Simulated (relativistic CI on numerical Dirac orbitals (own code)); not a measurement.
Computed by Dirac-Coulomb-Breit CI, orbitals from a KLI potential per configuration, a model potential for QED, unscaled Slater integrals (own radial code, finite nucleus).

The strongest absorption lines from the ground level of an ion, among the configurations computed and to levels below about 2690 eV (vacuum wavelength in Å, gf): 4.6155 (0.66), 4.6537 (1.2), 5.0191 (0.32), 5.0429 (0.68), 5.1762 (0.64), 5.1983 (0.38), 22.330 (1.6), 23.593 (0.54).

(1) Which ion is it?
A. Pb56+
B. Pb58+
C. Pb54+
D. Fr61+

Answers

(1) A. Pb56+ has 26 electrons and the ground level 3s²3p⁶3d⁸ ³F4; the strongest line goes to 3s²3p⁵3d⁹ ³D°3. The pattern of lines fixes the number of electrons, and along that sequence the line energies rise steadily with the charge (about as its square where n changes within one kind of shell, about linearly where n is kept but much faster in heavy ions where fine structure, which grows about as Z⁴, sets the gap, and irregularly where shells cross), which fixes Z. Configurations outside the model, such as inner-shell arrays, can give stronger lines. At this charge energies of transitions that change n are usually good to better than 1 %, and those within a shell (Δn = 0) to a few per cent.

LS names give the leading component of a level, which can be under half, so a name can repeat, a term be missing and a line seem to break the LS rules.
